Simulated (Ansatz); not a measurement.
Ideal-gas functions of `[SH][Hf]([SH])([SH])[Cl]` at 400 K and 1 bar, from an Ansatz frequency run at PBE0-D4/def2-TZVP.

Molar mass 313.17 g/mol, point group C1 (symmetry number 1), electronic degeneracy 1, moments of inertia 506.377, 522.724, 531.177 u Å². Harmonic wavenumbers (cm⁻¹, unscaled): 80, 84, 87, 98, 100, 153, 159, 250, 337, 351, 355, 383, 474, 482, 516, 2668, 2682, 2684.

Use S(trans) = R[1.5 ln M + 2.5 ln T − 1.1517]; rotational temperatures θ = 24.2544 K / I; S(rot) = R[ln(√π/σ · √(T³/θAθBθC)) + 1.5]; for each mode x = 1.438777 ν̃/T, S = R[x/(eˣ − 1) − ln(1 − e⁻ˣ)] and H = RT x/(eˣ − 1); 1 cm⁻¹ = 0.0119627 kJ/mol; R = 8.31446 J/(mol·K).

By hand: the entropy, in J/(mol·K).

Translation 186.6. Rotation: θ = 0.0479, 0.0464, 0.0457 K, giving 130.2. Vibration, mode by mode: 18.70, 18.30, 18.01, 17.03, 16.86, 13.38, 13.07, 9.47, 7.21, 6.91, 6.82, 6.28, 4.82, 4.71, 4.27, 0.01, 0.01, 0.01, in all 165.9. Electronic 0.0. Sum 482.7 J/(mol·K).

By hand: H − E and G − E in kJ/mol, counted from the electronic energy.

Zero-point energy ½ × 11943 × 0.0119627 = 71.4; thermal vibration 31.3; translation, rotation and pV give 4 RT = 13.3. H − E = 116.0 kJ/mol, and G − E = 116.0 − 400 × 482.7/1000 = -77.1 kJ/mol.

Vibration gives 34 % of the entropy, 88.9 J/(mol·K) of it from the modes under 150 cm⁻¹: soft modes count most, and the harmonic formula is weakest for them. The sum counts one conformer and one mirror image; others add a mixing term.
